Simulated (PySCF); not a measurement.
## Electron correlation in Mn (manganese, neutral)

[Ar] 3d7, high-spin 4F determinant (an excited configuration). All numbers are calculated (PySCF 2.14, the non-relativistic Hamiltonian (point nucleus), in def2-QZVPPD (11s6p5d4f2g, 100 functions)). Frozen: [Ar]; 7 electrons correlated.

```csv
level,correlation energy (mhartree)
CCSD,-227.28
(T),-15.51
CCSD(T),-242.79
```

Diagnostics: T1 = 0.066, D1 = 0.1045, largest double amplitude 0.053.

T1 exceeds 0.03, a sign that the reference determinant is poor.

Cost of the coupled-cluster step: of the order of 24 core-seconds, for 7 correlated electrons.

Iterations:

```
CC2 = 0
CCSD nocc = (np.int64(5), np.int64(2)), nmo = (91, 91)
frozen orbitals [[0, 1, 2, 3, 4, 5, 6, 7, 8], [0, 1, 2, 3, 4, 5, 6, 7, 8]]
max_cycle = 100
direct = 0
conv_tol = 1e-08
conv_tol_normt = 1e-06
diis_space = 8
diis_start_cycle = 0
Init t2, MP2 energy = -0.236943434033385
Init E_corr(UCCSD) = -0.236943434065385
cycle = 1  E_corr(UCCSD) = -0.207441607592402  dE = 0.0295018265  norm(t1,t2) = 0.133236
cycle = 2  E_corr(UCCSD) = -0.223784969379003  dE = -0.0163433618  norm(t1,t2) = 0.0787399
cycle = 3  E_corr(UCCSD) = -0.221384921828281  dE = 0.00240004755  norm(t1,t2) = 0.0583682
cycle = 4  E_corr(UCCSD) = -0.225147956538883  dE = -0.00376303471  norm(t1,t2) = 0.0286026
cycle = 5  E_corr(UCCSD) = -0.227082268254636  dE = -0.00193431172  norm(t1,t2) = 0.00980748
cycle = 6  E_corr(UCCSD) = -0.227044837675784  dE = 3.74305789e-05  norm(t1,t2) = 0.00518473
cycle = 7  E_corr(UCCSD) = -0.227019139496924  dE = 2.56981789e-05  norm(t1,t2) = 0.00369065
cycle = 8  E_corr(UCCSD) = -0.227221813789865  dE = -0.000202674293  norm(t1,t2) = 0.00249743
cycle = 9  E_corr(UCCSD) = -0.227246400417552  dE = -2.45866277e-05  norm(t1,t2) = 0.00142732
cycle = 10  E_corr(UCCSD) = -0.22726342250007  dE = -1.70220825e-05  norm(t1,t2) = 0.000845357
cycle = 11  E_corr(UCCSD) = -0.227275376893555  dE = -1.19543935e-05  norm(t1,t2) = 0.000641465
cycle = 12  E_corr(UCCSD) = -0.227278157960286  dE = -2.78106673e-06  norm(t1,t2) = 0.000485738
cycle = 13  E_corr(UCCSD) = -0.227274766778687  dE = 3.3911816e-06  norm(t1,t2) = 0.000331801
cycle = 14  E_corr(UCCSD) = -0.227275285244754  dE = -5.18466067e-07  norm(t1,t2) = 0.000158053
cycle = 15  E_corr(UCCSD) = -0.227275067422074  dE = 2.1782268e-07  norm(t1,t2) = 8.02261e-05
cycle = 16  E_corr(UCCSD) = -0.227273710545652  dE = 1.35687642e-06  norm(t1,t2) = 4.3564e-05
cycle = 17  E_corr(UCCSD) = -0.227274901450331  dE = -1.19090468e-06  norm(t1,t2) = 2.57198e-05
cycle = 18  E_corr(UCCSD) = -0.227275137194625  dE = -2.35744294e-07  norm(t1,t2) = 2.15409e-05
cycle = 19  E_corr(UCCSD) = -0.227275588088139  dE = -4.50893515e-07  norm(t1,t2) = 2.72933e-05
cycle = 20  E_corr(UCCSD) = -0.227275765366512  dE = -1.77278373e-07  norm(t1,t2) = 1.08016e-05
cycle = 21  E_corr(UCCSD) = -0.227275981889457  dE = -2.16522945e-07  norm(t1,t2) = 4.37692e-06
cycle = 22  E_corr(UCCSD) = -0.227275942597692  dE = 3.9291765e-08  norm(t1,t2) = 2.5969e-06
cycle = 23  E_corr(UCCSD) = -0.22727590942269  dE = 3.31750024e-08  norm(t1,t2) = 1.93978e-06
cycle = 24  E_corr(UCCSD) = -0.22727581716188  dE = 9.22608097e-08  norm(t1,t2) = 1.50103e-06
cycle = 25  E_corr(UCCSD) = -0.227275814204808  dE = 2.957072e-09  norm(t1,t2) = 1.01483e-06
cycle = 26  E_corr(UCCSD) = -0.227275810041504  dE = 4.16330451e-09  norm(t1,t2) = 6.66147e-07
UCCSD converged
E(UCCSD) = -1149.777123046717  E_corr = -0.2272758100415039
UCCSD(T) correction = -0.0155054015063893
```
